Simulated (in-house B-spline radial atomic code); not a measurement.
# BHandHLYP excitations of neutral barium

Method: BHandHLYP. Computed with an all-electron radial atomic-structure program (B-spline basis): linear response of the closed shell [Xe] 6s2 with the functional's adiabatic kernel; scalar-relativistic (spin-free one-electron X2C), finite nucleus, no spin-orbit coupling, no double excitations, S, P, D and F terms only; shells from n = 4 respond.

Spin-orbit coupling is strong here, so these LS terms don't match observed levels.

Command:
```bash
python run_td.py task.json out
```
Settings (radii: box in bohr, nucleus in fm):
```
Z                        56
electrons                56
configuration            [Xe] 6s2
hamiltonian              x2c
method                   bhandhlyp
box_radius               75
rms_radius               4.8378
intervals                76
```

Cost of the run: 3 s on 1 thread of Arm Neoverse N1 (shared host).

The lowest states, in the order of their Tamm-Dancoff energies; the method's threshold (minus the highest occupied level) is 4.003 eV. Labels give the largest channel, * marks a mixed state, and oscillator strengths are full-response dipole values. Measured ¹D terms are left out, since they can mix with doubly excited terms. Semilocal kernels can invert the small singlet-triplet splittings of Rydberg terms. Energies in eV:

```json
{"state": "6s → 5d 3D", "full response": "0.926", "Tamm-Dancoff": "0.973", "oscillator strength": "-", "measured (J-weighted term)": "1.160"}
{"state": "6s → 5d 1D", "full response": "1.444", "Tamm-Dancoff": "1.485", "oscillator strength": "-", "measured (J-weighted term)": "-"}
{"state": "6s → 6p 3P", "full response": "1.502", "Tamm-Dancoff": "1.566", "oscillator strength": "-", "measured (J-weighted term)": "1.622"}
{"state": "6s → 6p 1P", "full response": "2.428", "Tamm-Dancoff": "2.547", "oscillator strength": "1.96", "measured (J-weighted term)": "2.239"}
{"state": "6s → 7s 3S", "full response": "3.011", "Tamm-Dancoff": "3.012", "oscillator strength": "-", "measured (J-weighted term)": "-"}
{"state": "6s → 7s 1S", "full response": "3.116", "Tamm-Dancoff": "3.124", "oscillator strength": "-", "measured (J-weighted term)": "-"}
{"state": "6s → 7p 3P", "full response": "3.400", "Tamm-Dancoff": "3.403", "oscillator strength": "-", "measured (J-weighted term)": "-"}
{"state": "6s → 6d 1D", "full response": "?", "Tamm-Dancoff": "?", "oscillator strength": "-", "measured (J-weighted term)": "-"}
{"state": "6s → 6d 3D", "full response": "3.474", "Tamm-Dancoff": "3.475", "oscillator strength": "-", "measured (J-weighted term)": "-"}
{"state": "6s → 7p 1P", "full response": "3.458", "Tamm-Dancoff": "3.479", "oscillator strength": "0.103", "measured (J-weighted term)": "4.035"}
{"state": "6s → 8s 3S", "full response": "?", "Tamm-Dancoff": "?", "oscillator strength": "-", "measured (J-weighted term)": "-"}
```

Problem. Where does 6s → 6d 1D lie?

Solution. At 3.419 eV in full response, 3.420 eV in Tamm-Dancoff.

Problem. Where does 6s → 8s 3S lie?

Solution. At 3.616 eV in full response, 3.616 eV in Tamm-Dancoff.

Problem. How large is the singlet-triplet splitting of 6s → 5d (D terms) in Tamm-Dancoff?

Solution. 0.512 eV, from the unrounded values.

Problem. What polarisabilities and dispersion coefficient does the method give?

Solution. Dipole 267.2 bohr³, quadrupole 8801 bohr⁵, C6 5234 hartree·bohr⁶ for two such species. Recommended dipole value: 272 ± 10 bohr³ (Schwerdtfeger and Nagle, table of static dipole polarizabilities (2023 update)), which includes relativity and correlation.
